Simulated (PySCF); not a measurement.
Species: C6H10OSSi.
Atom-mapped SMILES: `[CH2:1]=[CH:2][S:3][C@@H:4]1[CH2:5][Si@@H:6]1[C:7]([CH3:8])=[O:9]`

Structure used (GFN2-xTB), in Å, numbered top down from 1:
```
atom  x, y, z in Å
C1     3.2693    1.2969    0.8086
C2     2.3323    0.3668    0.8772
S3     0.6386    0.7121    1.2076
C4    -0.0549   -0.9406    1.0276
C5     0.1015   -1.6205   -0.3287
Si6   -1.7009   -1.2595    0.1202
C7    -2.6259    0.1602   -0.7465
C8    -1.8392    1.3097   -1.2994
O9    -3.8318    0.0822   -0.8239
H10    4.2962    1.0396    0.6155
H11    3.0421    2.3391    0.9486
H12    2.5356   -0.6840    0.7395
H13    0.1776   -1.5468    1.8940
H14    0.5985   -1.0317   -1.0890
H15    0.4783   -2.6337   -0.3000
H16   -2.5309   -2.3321    0.6332
H17   -1.1489    0.9435   -2.0573
H18   -1.2454    1.7532   -0.5011
H19   -2.5018    2.0548   -1.7336
```

Definitions: NICS(0) = −σiso at the ring centroid; NICS(1) = −σiso and NICS(1)zz = −σzz at ±1 Å along the ring normal z. Level: GIAO PBE0/pcSseg-1 (PySCF, non-relativistic, gas phase) on the GFN2-xTB geometry, one conformer.

Ring bond lengths (Å), with Mayer bond orders in brackets: C4–C5 1.525 (0.86), C5–Si6 1.892 (0.91), Si6–C4 1.906 (0.82).

**Question.** Give the NICS values of each ring in ppm.

**Answer.** 
```tsv
ring	type	NICS(0)	NICS(1), two faces	NICS(1)zz, two faces	rms pucker (Å)	centre to ring atoms, mean (Å)
C4–C5–Si6	3-membered ring with Si; formal bonds all single	-25.7	-6.2 / -9.0	-15.7 / -19.4	0.00	1.03
```

**Question.** What can be read from them?

**Answer.** 
- C4–C5–Si6: mean NICS(1)zz -17.5 ppm, shielded. C4, C5, Si6 have four or more neighbours, so the value isn't read as a sign of a π ring current. The two faces differ by 3.7 ppm, so no symmetry operation interchanges them. NICS(0) lies 18 ppm below the mean NICS(1).

**Question.** At the second NICS(1) probe listed for ring C4–C5–Si6, 1 Å off the ring, what do the in-plane components average?

**Answer.** The isotropic value is a third of the trace: (3 × -9.0 − (-19.4))/2 = -3.8 ppm.

**Question.** What are the shieldings of the ring atoms and their hydrogens in the same run (means over atoms taken as equivalent)?

**Answer.** 
```
atoms                  environment  σ isotropic (ppm)
   C4   sp3 carbon bound to sulfur              164.0
   C5  sp3 carbon bound to silicon              172.8
  Si6                  SiH silicon              489.1
  H13             methine hydrogen              29.08
  H14           methylene hydrogen              30.63
  H15           methylene hydrogen              30.33
  H16                Si–H hydrogen              28.49
```
